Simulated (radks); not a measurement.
The cadmium ion Cd38+, configuration [Ne] (the NIST ground configuration). All-electron calculation, scalar-relativistic Kohn-Sham, exchange-only LDA, spin-polarised, spherical densities, point nucleus. Program: a radial shooting solver on a logarithmic mesh with Libxc functionals. Some entries of the table are withheld. Estimate them.

orbital  occ.  eigenvalue (hartree)  <1/r> (bohr^-1)
1s          2                   (1)            50.62
2s          2             -226.7339              (2)
2p          6                   (3)              (4)

Answer. 
(1) 1s eigenvalue (hartree): -1061.295
(2) 2s <1/r> (bohr^-1): 11.75
(3) 2p eigenvalue (hartree): -213.0220
(4) 2p <1/r> (bohr^-1): 11.31
